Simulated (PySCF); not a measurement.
## Electron correlation in Sb⁺ (antimony, charge +1)

[Kr] 4d10 5s2 5p2, high-spin 3P determinant. Computed with PySCF 2.14 in x2c-TZVPPall (8s6p4d2f, 60 functions), with the spin-free X2C one-electron Hamiltonian (Gaussian nucleus). Frozen: [Kr] 4d10; 4 electrons correlated.

```json
{"level": "CCSD", "correlation energy (mhartree)": "-57.20"}
{"level": "(T)", "correlation energy (mhartree)": "-1.31"}
{"level": "CCSD(T)", "correlation energy (mhartree)": "-58.51"}
{"level": "CCSDT", "correlation energy (mhartree)": "-58.89"}
```

Diagnostics: T1 = 0.0071, D1 = 0.0195, largest double amplitude 0.093.

Cost of the coupled-cluster step: about 1 core-seconds, for 4 correlated electrons.

Iterations:

```
CC2 = 0
CCSD nocc = (np.int64(3), np.int64(1)), nmo = (37, 37)
frozen orbitals [[0, 1, 2, 3, 4, 5, 6, 7, 8, 9, 10, 11, 12, 13, 14, 15, 16, 17, 18, 19, 20, 21, 22], [0, 1, 2, 3, 4, 5, 6, 7, 8, 9, 10, 11, 12, 13, 14, 15, 16, 17, 18, 19, 20, 21, 22]]
max_cycle = 100
direct = 0
conv_tol = 1e-08
conv_tol_normt = 1e-06
diis_space = 8
diis_start_cycle = 0
Init t2, MP2 energy = -0.0443335454712764
Init E_corr(UCCSD) = -0.0443335454848267
cycle = 1  E_corr(UCCSD) = -0.0535133676761985  dE = -0.00917982219  norm(t1,t2) = 0.0423863
cycle = 2  E_corr(UCCSD) = -0.0558976718034933  dE = -0.00238430413  norm(t1,t2) = 0.0154443
cycle = 3  E_corr(UCCSD) = -0.0572126284811287  dE = -0.00131495668  norm(t1,t2) = 0.00677763
cycle = 4  E_corr(UCCSD) = -0.0571981268160361  dE = 1.45016651e-05  norm(t1,t2) = 0.00112375
cycle = 5  E_corr(UCCSD) = -0.0572043669148012  dE = -6.24009877e-06  norm(t1,t2) = 0.000149815
cycle = 6  E_corr(UCCSD) = -0.0572030201757741  dE = 1.34673903e-06  norm(t1,t2) = 2.8258e-05
cycle = 7  E_corr(UCCSD) = -0.057203677694641  dE = -6.57518867e-07  norm(t1,t2) = 4.15285e-06
cycle = 8  E_corr(UCCSD) = -0.0572034788904593  dE = 1.98804182e-07  norm(t1,t2) = 8.56279e-07
cycle = 9  E_corr(UCCSD) = -0.0572035027017033  dE = -2.3811244e-08  norm(t1,t2) = 1.61863e-07
cycle = 10  E_corr(UCCSD) = -0.0572035043300921  dE = -1.62838883e-09  norm(t1,t2) = 3.08348e-08
UCCSD converged
E(UCCSD) = -6477.69434206896  E_corr = -0.0572035043300921
UCCSD(T) correction = -0.00131246485989584
```
